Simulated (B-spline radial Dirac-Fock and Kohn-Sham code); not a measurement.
Pb 6s: cross section and angular parameters

System: the free lead atom, configuration [Xe] 4f14 5d10 6s2 6p2; threshold 14.48 eV (orbital energy of the model). Level of theory: Dirac-Hartree-Slater photoionisation with a Latter tail; cross sections with all multipoles, angular parameters from the dipole term and its interference with E2; a radial B-spline solver.

| hν (eV) | σ (kb) | β | γ |
| --- | --- | --- | --- |
| 59.7 | 39.9 | -0.068 | -0.148 |
| 72.3 | 35.8 | 0.421 | -0.116 |
| 74.7 | 35.1 | 0.491 | -0.106 |
| 249 | 11.8 | 1.557 | 0.262 |
| 300 | 9.50 | 1.617 | 0.314 |
| 324 | 8.65 | 1.638 | 0.334 |
| 342 | 8.09 | 1.652 | 0.348 |
| 454 | 5.60 | 1.713 | 0.413 |
| 499 | 4.93 | 1.729 | 0.432 |
| 600 | 3.80 | 1.757 | 0.462 |
| 609 | 3.72 | 1.760 | 0.464 |
| 631 | 3.54 | 1.764 | 0.469 |
| 639 | 3.48 | 1.766 | 0.470 |
| 1050 | 1.66 | 1.819 | 0.491 |
| 1240 | 1.29 | 1.834 | 0.481 |
| 1253.6 | 1.27 | 1.834 | 0.480 |
| 1486.9 | 0.970 | 1.847 | 0.459 |
| 1880 | 0.666 | 1.862 | 0.410 |
| 2984.4 | 0.310 | 1.886 | 0.254 |
| 4000 | 0.187 | 1.897 | 0.126 |
| 4220 | 0.170 | 1.899 | 0.101 |
| 5850 | 0.0948 | 1.909 | -0.044 |
| 7940 | 0.0539 | 1.917 | -0.147 |
| 8047.8 | 0.0525 | 1.917 | -0.150 |
| 9210 | ? | ? | ? |
| 9251.7 | 0.0403 | 1.920 | -0.174 |
| 11700 | 0.0256 | 1.923 | -0.168 |
| 12000 | 0.0243 | 1.924 | -0.164 |
| 12500 | 0.0224 | 1.924 | -0.155 |

Problem. Give the values at 9210 eV.

Solution. σ = 0.0407 kb, β = 1.919, γ = -0.173. For an s subshell δ is negligible.

Values without a named source are computed, but for edge energies of neutral atoms, which are taken from tables.
